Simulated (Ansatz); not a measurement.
```yaml
crystal:
  periodic: [false, false, false]
  atoms:
    - {symbol: N, position_ang: [1.558092, 0.457345, -0.349667]}
    - {symbol: C, position_ang: [0.473362, -0.139328, -0.016621]}
    - {symbol: N, position_ang: [0.533830, -1.438392, 0.404977]}
    - {symbol: Al, position_ang: [-1.258799, 0.781474, -0.206293]}
    - {symbol: F, position_ang: [-1.114156, 2.304904, -0.820548]}
    - {symbol: H, position_ang: [1.377468, 1.397645, -0.688957]}
    - {symbol: H, position_ang: [-0.233752, -1.843096, 0.908261]}
    - {symbol: H, position_ang: [1.451115, -1.820970, 0.585750]}
    - {symbol: H, position_ang: [-2.698759, 0.254118, 0.166097]}
basis:
  gaussian: {orbitals: def2-mTZVP, fitting: {mean_field: cc-pVTZ-jkfit}, final_grid: {core_spheres: 8, valence_spheres: 7, degree: 23}}
hamiltonian: {xc: {name: LC-wPBE}}
output: {forces: true}
```

```sh
$ ansatz run in.yaml --threads 2 --pin off --events-out ev --progress --plain --max-ram 4352MiB
```

Output, abridged:

```
Functional definition: LC-wPBE
557 factors; integrals over basis functions are off by at most 2.3e-1 eV
557 factors; integrals over basis functions are off by at most 6.5e-6 eV
mean field evaluation 1: about -13385.6075 eV, gradient 6.6e1 eV
mean field evaluation 2: about -13385.5724 eV, gradient 7.0e1 eV
mean field evaluation 4: about -13393.3713 eV, gradient 3.2e0 eV
mean field evaluation 8: about -13393.3987 eV, gradient 1.4e-1 eV
mean field evaluation 16: about -13393.3988 eV, gradient 3.2e-5 eV
mean field -13393.39881175 eV, -492.1983279601 hartree, gradient 3.2e-5 eV, S^2 0.000000; 0 other end points of the search recorded, 0 dependent functions left out
reference -13393.39881176 eV, -492.1983279604 hartree; 23, 23 occupied and 87, 87 virtual orbitals, 557 factors
Total energy: -13393.39881176 eV, -492.1983279604 hartree
Atom 0 at     1.558092     0.457345    -0.349667 Å, force    -0.156155    -0.196270     0.073127 eV/Å
Atom 1 at     0.473362    -0.139328    -0.016621 Å, force     0.169621     0.281266    -0.112178 eV/Å
Atom 2 at     0.533830    -1.438392     0.404977 Å, force     0.003705    -0.028124    -0.061487 eV/Å
Atom 3 at    -1.258799     0.781474    -0.206293 Å, force    -0.180743    -0.224551     0.098892 eV/Å
Atom 4 at    -1.114156     2.304904    -0.820548 Å, force     0.050216     0.172606    -0.073570 eV/Å
Atom 5 at     1.377468     1.397645    -0.688957 Å, force     0.039620     0.056174    -0.008685 eV/Å
Atom 6 at    -0.233752    -1.843096     0.908261 Å, force    -0.037452    -0.081068     0.078876 eV/Å
Atom 7 at     1.451115    -1.820970     0.585750 Å, force     0.017141     0.011107     0.017392 eV/Å
Atom 8 at    -2.698759     0.254118     0.166097 Å, force     0.094048     0.008860    -0.012368 eV/Å
Dipole moment:    -0.472306    -0.403725     0.333342 e Å
```

Run time 1.3 s (2 threads of an Arm Neoverse V2 on a shared host); peak host memory 0.17 GiB.
